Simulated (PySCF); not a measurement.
C₄H₉O (SMILES CC[CH]CO), doublet, geometry from GFN2-xTB; CAMB3LYP/STO-3G (PySCF).

The PySCF input:
```python
from pyscf import gto, scf, dft

mol = gto.Mole()
mol.atom = '''
    C     2.257911    0.431399    0.042939
    C     1.219052   -0.492639   -0.621100
    C    -0.044073   -0.550140    0.144320
    C    -1.222035    0.252471   -0.244742
    O    -2.231653    0.125705    0.729607
    H     3.180347    0.437424   -0.533095
    H     1.875136    1.447152    0.101392
    H     2.476300    0.087123    1.050367
    H     1.658130   -1.493141   -0.686994
    H     1.025932   -0.134064   -1.634985
    H    -0.084741   -1.060507    1.088604
    H    -1.598534   -0.076654   -1.234726
    H    -0.937039    1.318305   -0.366298
    H    -3.007434    0.622170    0.450373
'''
mol.basis = 'sto-3g'
mol.charge = 0
mol.spin = 1
mol.verbose = 4
mol.build()

mf = dft.UKS(mol)
mf.xc = 'camb3lyp'
mf.kernel()
```

What the program printed (banner, timings and long lists left out):

```
PySCF version 2.14.0

[INPUT] verbose = 4
[INPUT] num. atoms = 14
[INPUT] num. electrons = 41
[INPUT] charge = 0
[INPUT] spin (= nelec alpha-beta = 2S) = 1
[INPUT] symmetry False subgroup None
[INPUT] Mole.unit = angstrom
[INPUT] Symbol           X                Y                Z      unit          X                Y                Z       unit  Magmom
[INPUT]  1 C      2.257911000000   0.431399000000   0.042939000000 AA    4.266833403643   0.815225960411   0.081142950063 Bohr   0.0
[INPUT]  2 C      1.219052000000  -0.492639000000  -0.621100000000 AA    2.303674411603  -0.930952788280  -1.173708895967 Bohr   0.0
[INPUT]  3 C     -0.044073000000  -0.550140000000   0.144320000000 AA   -0.083285899488  -1.039613930168   0.272725274297 Bohr   0.0
[INPUT]  4 C     -1.222035000000   0.252471000000  -0.244742000000 AA   -2.309311464633   0.477101044395  -0.462495351178 Bohr   0.0
[INPUT]  5 O     -2.231653000000   0.125705000000   0.729607000000 AA   -4.217212975064   0.237548022488   1.378757408566 Bohr   0.0
[INPUT]  6 H      3.180347000000   0.437424000000  -0.533095000000 AA    6.009984811082   0.826611560312  -1.007403548375 Bohr   0.0
[INPUT]  7 H      1.875136000000   1.447152000000   0.101392000000 AA    3.543493486312   2.734720940617   0.191603111222 Bohr   0.0
[INPUT]  8 H      2.476300000000   0.087123000000   1.050367000000 AA    4.679528802260   0.164638609150   1.984905960281 Bohr   0.0
[INPUT]  9 H      1.658130000000  -1.493141000000  -0.686994000000 AA    3.133411578925  -2.821627555359  -1.298230509219 Bohr   0.0
[INPUT] 10 H      1.025932000000  -0.134064000000  -1.634985000000 AA    1.938730502427  -0.253344243164  -3.089673867772 Bohr   0.0
[INPUT] 11 H     -0.084741000000  -1.060507000000   1.088604000000 AA   -0.160137281522  -2.004067783184   2.057163418106 Bohr   0.0
[INPUT] 12 H     -1.598534000000  -0.076654000000  -1.234726000000 AA   -3.020791460805  -0.144855066352  -2.333293978880 Bohr   0.0
[INPUT] 13 H     -0.937039000000   1.318305000000  -0.366298000000 AA   -1.770747078036   2.491235398645  -0.692202899976 Bohr   0.0
[INPUT] 14 H     -3.007434000000   0.622170000000   0.450373000000 AA   -5.683226597705   1.175730902921   0.851081623899 Bohr   0.0

nuclear repulsion = 177.235464077554
number of shells = 24
number of NR pGTOs = 102
number of NR cGTOs = 34
basis = sto-3g
ecp = {}

******** <class 'pyscf.dft.uks.UKS'> ********
method = UKS
initial guess = minao
damping factor = 0
level_shift factor = 0
DIIS = <class 'pyscf.scf.diis.CDIIS'>
diis_start_cycle = 1
diis_space = 8
diis_damp = 0
SCF conv_tol = 1e-09
SCF conv_tol_grad = None
SCF max_cycles = 50
direct_scf = True
direct_scf_tol = 1e-13
number electrons alpha = 21  beta = 20
XC library pyscf.dft.libxc version 7.1.2
    S. Lehtola, C. Steigemann, M. J. T. Oliveira, and M. A. L. Marques,  SoftwareX 7, 1–5 (2018)
XC functionals = camb3lyp
    T. Yanai, D. P. Tew, and N. C. Handy,  Chem. Phys. Lett. 393, 51 (2004)
radial grids:
    Treutler-Ahlrichs [JCP 102, 346 (1995); DOI:10.1063/1.469408] (M4) radial grids

becke partition: Becke, JCP 88, 2547 (1988); DOI:10.1063/1.454033
pruning grids: <function nwchem_prune>
grids dens level: 3
symmetrized grids: False
atomic radii adjust function: <function treutler_atomic_radii_adjust>
small_rho_cutoff = 0
Set gradient conv threshold to 3.16228e-05
tot grids = 158832
init E= -230.430363052304

cycle= 1 E= -229.819605314916  delta_E= 0.611  |g|= 0.325  |ddm|= 3.16
cycle= 2 E= -229.871129265585  delta_E= -0.0515  |g|= 0.213  |ddm|= 0.733
cycle= 3 E= -229.897786960834  delta_E= -0.0267  |g|= 0.0178  |ddm|= 0.275
cycle= 4 E= -229.898148089843  delta_E= -0.000361  |g|= 0.00729  |ddm|= 0.0423
cycle= 5 E= -229.898204207748  delta_E= -5.61e-05  |g|= 0.00168  |ddm|= 0.0144
cycle= 6 E= -229.898209326325  delta_E= -5.12e-06  |g|= 0.000357  |ddm|= 0.0058
cycle= 7 E= -229.898209492354  delta_E= -1.66e-07  |g|= 0.000135  |ddm|= 0.00099
cycle= 8 E= -229.898209512002  delta_E= -1.96e-08  |g|= 3.04e-05  |ddm|= 0.000296
cycle= 9 E= -229.898209513557  delta_E= -1.56e-09  |g|= 1.19e-05  |ddm|= 9.26e-05
cycle= 10 E= -229.898209513717  delta_E= -1.6e-10  |g|= 4.25e-06  |ddm|= 2.57e-05
Extra cycle  E= -229.898209513742  delta_E= -2.47e-11  |g|= 2.16e-06  |ddm|= 9.58e-06
converged SCF energy = -229.898209513742  <S^2> = 0.75435115  2S+1 = 2.0043464
```
